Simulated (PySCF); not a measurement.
Species: C5H3O3S (charge -1).
Numbering: `[O:1]=[C:2]([OH:3])[c:4]1[cH:5][s:6][c:7]([O-:8])[cH:9]1`

Geometry (GFN2-xTB, Å), atoms numbered from 1 in this order:
```
atom  x, y, z in Å
O1    -2.443    0.461   -0.774
C2    -1.562   -0.135   -0.175
O3    -1.899   -1.225    0.579
C4    -0.157    0.178   -0.162
C5     0.342    1.246   -0.869
S6     2.040    1.412   -0.695
C7     2.123   -0.102    0.445
O8     3.203   -0.455    0.896
C9     0.829   -0.551    0.552
H10   -2.857   -1.350    0.504
H11   -0.212    1.934   -1.478
H12    0.594   -1.413    1.151
```

NICS is the negative of the GIAO shielding at a point without a nucleus: at the ring centre (0) and 1 Å above and below it (1); zz is the component along the ring normal. Level: GIAO PBE0/pcSseg-1 (PySCF, non-relativistic, gas phase) on the GFN2-xTB geometry, one conformer.

Ring bond lengths (Å), with Mayer bond orders in brackets: C4–C5 1.375 (1.48), C5–S6 1.714 (1.14), S6–C7 1.896 (0.88), C7–C9 1.373 (1.35), C9–C4 1.419 (1.16).

Give the NICS values of each ring in ppm.

| ring | type | NICS(0) | NICS(1), two faces | NICS(1)zz, two faces | rms pucker (Å) | centre to ring atoms, mean (Å) |
| --- | --- | --- | --- | --- | --- | --- |
| C4–C5–S6–C7–C9 | 5-membered ring with S; formal bonds all aromatic | -9.8 | -7.3 / -7.3 | -14.0 / -14.0 | 0.00 | 1.32 |

What can be read from them?

- C4–C5–S6–C7–C9: mean NICS(1)zz -14.0 ppm, shielded.

How equal are the bonds by HOMA? HOMA takes Krygowski's 1993 parameters.

- C4–C5–S6–C7–C9: HOMA 0.00; the largest term is that of S6–C7, α(R − Ropt)² = 4.53.
